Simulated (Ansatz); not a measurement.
`[CH3][GeH2][Cl]` + H₂Se → `[CH3][GeH2][SeH]` + HCl at 500 K and 1 bar (ligand exchange at a Ge–Cl bond).

Computed with Ansatz on PBE0-D4/def2-TZVP structures; ΔE is electronic, products minus reactants. CCSD(T)/CBS is the MP2 limit (def2-TZVPP, def2-QZVPP) plus CCSD(T) − MP2 in def2-TZVPP, frozen cores. This one scheme is used for every species. For Ge, Se outer-core shells are correlated without core-valence functions, which leaves a few kJ/mol of doubt a bond. Scalar relativity is left out up to krypton. Each species was taken in one conformer, which may not be the lowest.

```json
{"species": "`[CH3][GeH2][Cl]`", "CCSD(T)/CBS energy (Eh)": "-2576.99593", "H − E (kJ/mol)": "176.8", "S (J/(mol·K))": "361.6"}
{"species": "H₂Se", "CCSD(T)/CBS energy (Eh)": "-2401.89790", "H − E (kJ/mol)": "53.1", "S (J/(mol·K))": "237.8"}
{"species": "`[CH3][GeH2][SeH]`", "CCSD(T)/CBS energy (Eh)": "-4518.50643", "H − E (kJ/mol)": "200.1", "S (J/(mol·K))": "396.6"}
{"species": "HCl", "CCSD(T)/CBS energy (Eh)": "-460.38127", "H − E (kJ/mol)": "32.5", "S (J/(mol·K))": "201.9"}
```

H − E and S are ideal-gas, rigid-rotor, harmonic terms from PBE0-D4/def2-TZVP, for one conformer and one mirror image of each species. 1 Eh = 2625.50 kJ/mol, R = 8.31446 J/(mol·K).

By hand: ΔE, ΔH, ΔS and ΔG.

ΔE = (-4518.50643) + (-460.38127) − (-2576.99593) − (-2401.89790) = 0.00613 Eh = 16.1 kJ/mol. Δ(H − E) = 200.1 + 32.5 − 176.8 − 53.1 = 2.7, so ΔH = 18.8 kJ/mol. ΔS = 396.6 + 201.9 − 361.6 − 237.8 = -0.9 J/(mol·K). ΔG = 18.8 − 500 × (-0.9)/1000 = 19.2 kJ/mol.

By hand: the equilibrium constant, and the temperature at which ΔG would vanish if ΔH and ΔS stayed fixed.

log₁₀ K = −ΔG/(RT ln 10) = -2.0. ΔH and −TΔS have one sign here, so there is no such temperature.

The number of gas molecules stays the same, so ΔS is small and ΔH decides. A doubt of 5 kJ/mol in ΔE shifts log₁₀ K by 0.5 here. Other conformers and mirror images would add mixing entropy, several J/(mol·K) or more a flexible species. These are equilibria of isolated gas molecules and say nothing of rates. Largest T1 diagnostic: 0.010 (customary marks: 0.02 for closed shells, 0.045 for open ones).

ΔS is within the doubt of such terms, so its sign, and with it that verdict, could turn.
